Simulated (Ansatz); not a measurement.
**Relative stability**

The two ends of one reaction step of GeNH$_{7}$O, closed shell (PBE0-D4/def2-TZVP).

A:

Ge1  (-0.479, -1.062, -0.741)
N2  (0.972, -0.042, -0.180)
H3  (-0.068, -2.176, -1.728)
H4  (-1.094, -1.678, 0.518)
H5  (-1.443, -0.094, -1.437)
H6  (0.105, 1.161, 1.071)
O7  (-0.487, 1.596, 1.711)
H8  (1.643, -0.577, 0.358)
H9  (1.472, 0.390, -0.946)
H10  (-0.621, 2.483, 1.373)
(Å)

B:

```
10
angstrom
Ge -1.2489 -0.3830 -0.3538
N 1.7555 -0.1979 0.1598
H -0.5879 -0.5017 -1.7302
H -0.9165 -1.5544 0.5751
H -2.7863 -0.2790 -0.5251
H 1.3927 0.6808 0.5132
O -0.7614 1.1642 0.4211
H 2.2354 -0.6647 0.9187
H 2.4429 0.0130 -0.5523
H -1.5254 1.7227 0.5735
```

Program: Ansatz 0.2.0. Basis: def2-TZVPP. Cores are frozen in the correlated methods. Filled d shells of the heavier atoms are correlated. The def2 sets are not built for correlating such inner shells, so the correlated values are less sure here. B3LYP uses VWN-RPA correlation.

(1) Which structure is lower at CCSD(T), and by how much? (An estimate is asked for; the value comes from the calculation.)

The T1 diagnostic stays at or below 0.011.

Results:

(1) Computed: B, by 0.135 eV (electronic energy, against the other). By their contacts, A is a complex of GeNH₅ ([NH2][GeH3]) + H₂O and B is a complex of GeH₄O ([OH][GeH3]) + NH₃.

All methods give the same order:

```tsv
method	E(B) − E(A) (eV)
SPW92	-0.069
PBE-D4	-0.105
BLYP-D4	-0.148
r2SCAN-D4	-0.158
B97M-V	-0.234
PBE0-D4	-0.108
B3LYP-D4	-0.148
r2SCAN0-D4	-0.147
BHLYP-D4	-0.172
CAM-B3LYP-D4	-0.153
wB97X-V	-0.165
wB97M-V	-0.167
B2PLYP	-0.148
PBE-QIDH	-0.120
RPA on PBE	-0.143
HF	-0.219
MP2	-0.125
CCSD	-0.142
CCSD(T)	-0.135
```

Labels in which every atom is bracketed show which atoms are joined, not bond orders.

For scale, one of the runs: CCSD(T)/def2-TZVPP, 208 basis functions, launched by `ansatz run in.yaml --threads 4 --pin off --events-out ev --progress --plain --max-ram 9574MiB`. Hardware: 4 CPU threads of an Arm Neoverse V1, shared host. Wall time 73 s; peak host memory 2.9 GiB.
